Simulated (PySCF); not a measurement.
Species: C7H10Cl (doublet state).
Numbering: `[H]/[C:1]=[CH:2]\[C:3]1([CH2:4][Cl:5])[CH2:6][CH2:7][CH2:8]1` (hydrogens: H9 on C1; H10 on C2; H11, H12 on C4; H13, H14 on C6; H15, H16 on C7; H17, H18 on C8)

Cartesian coordinates in Å at the GFN2-xTB level; atoms count from 1:
```
atom  x, y, z in Å
C1    -1.0633    2.2661    0.5738
C2    -0.9405    0.9931    0.7199
C3    -0.2868    0.0101   -0.2504
C4    -1.3690   -0.7575   -0.9930
Cl5   -2.3550   -1.7437    0.1210
C6     0.7876   -0.9025    0.3751
C7     1.7409   -0.5410   -0.7737
C8     0.7787    0.5710   -1.2146
H9    -0.8115    3.0395   -0.1125
H10   -1.3425    0.4879    1.5919
H11   -0.9287   -1.4507   -1.7108
H12   -2.0511   -0.0760   -1.5031
H13    1.1309   -0.5389    1.3412
H14    0.5106   -1.9505    0.4676
H15    2.7332   -0.2119   -0.4753
H16    1.8401   -1.3356   -1.5099
H17    1.1150    1.5622   -0.9213
H18    0.5027    0.5845   -2.2671
```

The hyperfine couplings belong to this conformer and change with its torsions.

Computed with UKS B3LYP, pcH-1 on C Cl H, non-relativistic, mean-field spin-orbit, GIAO in PySCF 2.14.0. One conformer (not necessarily the lowest) at the GFN2-xTB geometry, without solvent, vibrations or thermal averaging. A GFN2-xTB geometry isn't a minimum of the functional, and hyperfine couplings can be far from their values at a DFT geometry. Stability of the SCF solution: not tested.

Question: Match the computed a_iso(13C) values +314.1, +75.9, -17.4, -8.1, -1.5 MHz (means over equivalent nuclei) with the sites C1; C2; C3; C4; C6/C8.

Answer: 
```csv
site,a_iso (MHz),ρ(0) (bohr⁻³),position,distance from C1 (Å),spin population,largest |T| (MHz)
C1,+314.1,+0.2795,largest spin population,0.00,+1.03,140.2
C2,-17.4,-0.0155,1 bond from C1,1.29,-0.17,18.7
C3,+75.9,+0.0675,2 bonds from C1,2.52,+0.08,17.6
C4,-8.1,-0.0072,3 bonds from C1,3.42,0.00,0.7
C6/C8,-1.5,-0.0013,3 bonds from C1,3.38,0.00,1.1
```

ρ(0) is the spin density at the nucleus and T the dipolar tensor; a_iso includes a spin–orbit part; entries for several nuclei are means. The Mulliken spin populations are largest on C1 (+1.03), C2 (-0.17) and C3 (+0.08). No atom but C1 exceeds +0.15.

The spin density at the nucleus, in bohr⁻³, is negative for C2 (-0.0155) and C4 (-0.0072), for instance. A restricted open-shell determinant has no negative spin density anywhere; here it arises because α and β orbitals differ (spin polarisation).

Means are taken over nuclei equivalent by connectivity, which assumes that they swap fast.

On one thread of an Arm Neoverse V2, shared host, this took 2.0 min of wall time (with the writing of density and orbital grids) and 1.1 GiB of memory at its peak.
